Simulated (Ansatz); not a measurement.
`F[SiH2][O][ZnH]` + CH₃NH₂ → `C[NH][ZnH]` + `O[SiH2]F` at 400 K and 1 bar (ligand exchange at a Zn–O bond).

Isolated molecules relaxed with PBE0-D4/def2-TZVP in Ansatz; ΔE leaves out vibrations. CBS: MP2 limit from def2 TZ/QZ plus the TZ coupled-cluster correction, frozen cores. For Zn outer-core shells are correlated without core-valence functions, which leaves a few kJ/mol of doubt a bond. Scalar relativity is left out up to krypton. Each species was taken in one conformer, which may not be the lowest.

```json
{"species": "`F[SiH2][O][ZnH]`", "CCSD(T)/CBS energy (Eh)": "-2244.35972", "H − E (kJ/mol)": "109.5", "S (J/(mol·K))": "369.0"}
{"species": "CH₃NH₂", "CCSD(T)/CBS energy (Eh)": "-95.75281", "H − E (kJ/mol)": "185.4", "S (J/(mol·K))": "256.0"}
{"species": "`C[NH][ZnH]`", "CCSD(T)/CBS energy (Eh)": "-1874.12279", "H − E (kJ/mol)": "180.7", "S (J/(mol·K))": "329.0"}
{"species": "`O[SiH2]F`", "CCSD(T)/CBS energy (Eh)": "-465.96250", "H − E (kJ/mol)": "110.6", "S (J/(mol·K))": "296.9"}
```

H − E and S are ideal-gas, rigid-rotor, harmonic terms from PBE0-D4/def2-TZVP, for one conformer and one mirror image of each species. 1 Eh = 2625.50 kJ/mol, R = 8.31446 J/(mol·K).

Question: By hand: ΔE, ΔH, ΔS and ΔG.

Answer: ΔE = (-1874.12279) + (-465.96250) − (-2244.35972) − (-95.75281) = 0.02724 Eh = 71.5 kJ/mol. Δ(H − E) = 180.7 + 110.6 − 109.5 − 185.4 = -3.6, so ΔH = 67.9 kJ/mol. ΔS = 329.0 + 296.9 − 369.0 − 256.0 = 0.9 J/(mol·K). ΔG = 67.9 − 400 × (0.9)/1000 = 67.5 kJ/mol.

Question: By hand: the equilibrium constant, and the temperature at which ΔG would vanish if ΔH and ΔS stayed fixed.

Answer: log₁₀ K = −ΔG/(RT ln 10) = -8.8. ΔG = 0 at ΔH/ΔS = 75444 K, far beyond where these terms or the molecules hold.

The number of gas molecules stays the same, so ΔS is small and ΔH decides. A doubt of 5 kJ/mol in ΔE shifts log₁₀ K by 0.7 here. Other conformers and mirror images would add mixing entropy, several J/(mol·K) or more a flexible species. Modes under 60 cm⁻¹, often nearly free rotors, make the harmonic entropy too high. These are equilibria of isolated gas molecules and say nothing of rates. Largest T1 diagnostic: 0.015 (customary marks: 0.02 for closed shells, 0.045 for open ones).
